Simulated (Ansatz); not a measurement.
Species: trimethylborane, C$_{3}$H$_{9}$B (charge 0, singlet). SMILES: CB(C)C
Geometry: optimised at B3LYP-D3(BJ)/def2-TZVP (Ansatz, an electronic-structure program).

Wanted: atomisation energy (electronic, to ground-state atoms), in kcal/mol. Valence correlation only, unless marked. UHF or UKS for open shells. No spin-orbit coupling. Non-relativistic unless marked X2C. The coupled-cluster limit lacks core correlation, which all-electron functionals hold. Basis-set limits of correlation are two-point, X^-3; Hartree-Fock from the larger set. [CCSD(T)-MP2]/basis is that difference in the basis named.

| level | program | atomisation energy (kcal/mol) |
|---|---|---|
| r2SCAN0/def2-TZVPD | Ansatz | ? |
| PBE-QIDH/def2-TZVPD | Ansatz | 1196.2 |
| X2C-CCSD(T)/cc-pVTZ-DK | Ansatz | 1175.8 |
| RI-MP2/CBS(aug-cc-pVTZ,aug-cc-pVQZ)+[CCSD(T)-MP2]/aug-cc-pVTZ | Ansatz | ? |

Problem. What belongs in the gaps?

Solution. 
- r2SCAN0/def2-TZVPD, atomisation energy (kcal/mol): 1197.5
- RI-MP2/CBS(aug-cc-pVTZ,aug-cc-pVQZ)+[CCSD(T)-MP2]/aug-cc-pVTZ, atomisation energy (kcal/mol): 1199.9
